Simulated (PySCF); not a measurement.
# Radial density of Tl⁶⁵⁺ (thallium, charge +65)

revPBE, [Ne] 3s2 3p4, high-spin 3P determinant. Calculation: PySCF 2.14, in an uncontracted even-tempered set (17 s from 18 bohr⁻², ratio 2.5; 12 p from 24 bohr⁻², ratio 2.5; 4 d from 97 bohr⁻², ratio 2.7; 4 f from 150 bohr⁻², ratio 2.7); the spin-free X2C one-electron Hamiltonian (Gaussian nucleus).

| r (bohr) | 4πr²ρ (e/bohr) | 4πr²(ρα − ρβ) |
| --- | --- | --- |
| 0.0127 | 111.8 | 1.2797 |
| 0.0213 | 95.39 | 3.7672 |
| 0.0359 | 123.7 | 5.9931 |
| 0.0604 | 120.7 | 1.4181 |
| 0.102 | 48.86 | 5.0926 |
| 0.171 | 45.27 | 14.3859 |
| 0.287 | 5.042 | 1.7183 |
| 0.483 | 0.01857 | 0.0057 |

Densities and radii are taken from the X2C orbitals without a picture-change correction, which distorts them close to the nucleus.

Spin-orbit coupling is strong in this species (close to jj coupling), so the high-spin LS determinant is a model state, not a physical level.
